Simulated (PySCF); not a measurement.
**Trend along group 13: MGe cations**

CCSD(T) with double-zeta basis sets in PySCF, for the lowest determinant that a PBE0 search found; no spin–orbit coupling. De refers to high-spin ground-configuration atoms (the charge goes to the atom of lower measured ionisation energy or higher electron affinity, which is not always the lowest computed limit).

```
 M       basis  reference, frozen orbitals  charged atom  state (unpaired electrons)  Re (Å)  ωe (cm⁻¹)  De (eV)
 B  x2c-SVPall                     UHF, 10           Ge+          triplet (σ ↑, π ↑)   2.200        445     2.09
Al    def2-SVP                    ROHF, 14           Al+          triplet (σ ↑, π ↑)   2.888        160     0.76
In  cc-pVDZ-PP                      UHF, 8           In+          triplet (σ ↑, π ↑)   3.187       88.4     0.59
Tl    def2-SVP                     UHF, 13           Tl+          triplet (σ ↑, π ↑)   3.320       73.1      n/a
```

The shortest bond is that of GeB⁺ (2.200 Å), the longest that of TlGe⁺ (3.320 Å).

The rows differ in basis set, which adds steps of its own.

Down a group the atoms grow and get heavier, so bonds lengthen and wavenumbers fall; this series shows no clear exception.

Correlated steps freeze the inner cores (8 to 14 orbitals); shallow outer-core shells are correlated. UHF and ROHF references stand side by side, which adds small steps between rows. Correlated levels converge slowly with the basis: in double zeta they bind strong bonds too weakly, by up to about 1 eV, and carry superposition errors of some tenths. Spin–orbit coupling is left out, which matters for elements this heavy, above all for dissociation energies. For an ion De counts to the pair picked by the measured ionisation energies or electron affinities, which need not be the lowest pair at this level. States were picked by a PBE0 search and need not be the measured ground states.
